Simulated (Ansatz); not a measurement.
Ansatz (a quantum-chemistry and plane-wave program) input (CCSD(T)/def2-SVP):

Ansatz 0.2 input:
```yaml
crystal:
  periodic: [false, false, false]
  atoms:
    - {symbol: In, position_ang: [0.94616280, -0.21979114, -0.32751983]}
    - {symbol: Br, position_ang: [-0.75500363, 1.81368730, -1.15238136]}
    - {symbol: Br, position_ang: [-0.56962429, -1.50597971, 1.61090912]}
basis:
  gaussian:
    orbitals: def2-SVP
total_charge: -1
magnetization: {spin_polarized: false}
correlation: {method: ccsd_t, electrons: outside_noble_gas}
```

End of the output:

```
integrals: 0.10 GiB planned
945 factors; integrals over basis functions are off by at most 2.6e-4 eV
mean field: 0.58 GiB planned
mean field evaluation 1: about -145134.4882 eV, gradient 9.3e0 eV
mean field evaluation 2: about -145134.5152 eV, gradient 9.4e0 eV
mean field evaluation 4: about -145134.8969 eV, gradient 9.4e-1 eV
mean field evaluation 8: about -145134.9049 eV, gradient 1.4e-4 eV
mean field evaluation 16: about -145134.9035 eV, gradient 3.8e-1 eV
mean field -145134.90489435 eV, -5333.6093788955 hartree, gradient 1.0e-5 eV, S^2 0.000000; 0 other end points of the search recorded, 0 dependent functions left out
37 core orbitals not correlated
reference -145134.90489435 eV, -5333.6093788955 hartree; 9, 9 occupied and 44, 44 virtual orbitals, 945 factors
second order -7.72172160 eV of doubles, -0.00000000 eV of singles
coupled cluster: 0.15 GiB planned
cycle   1  -8.29866670 eV  change   -5.8e-1 eV  update   6.9e-2
cycle   2  -8.47907186 eV  change   -1.8e-1 eV  update   2.4e-2
cycle   3  -8.50719890 eV  change   -2.8e-2 eV  update   1.0e-2
cycle   4  -8.50398209 eV  change    3.2e-3 eV  update   2.8e-3
cycle   5  -8.50325816 eV  change    7.2e-4 eV  update   7.3e-4
cycle   6  -8.50325582 eV  change    2.3e-6 eV  update   2.4e-4
cycle   7  -8.50326497 eV  change   -9.1e-6 eV  update   8.4e-5
cycle   8  -8.50327140 eV  change   -6.4e-6 eV  update   2.9e-5
cycle   9  -8.50326834 eV  change    3.1e-6 eV  update   9.2e-6
perturbative correction -0.18539979 eV, -0.0068133164 hartree
Total energy: -145143.59356248 eV, -5333.9286815597 hartree
```
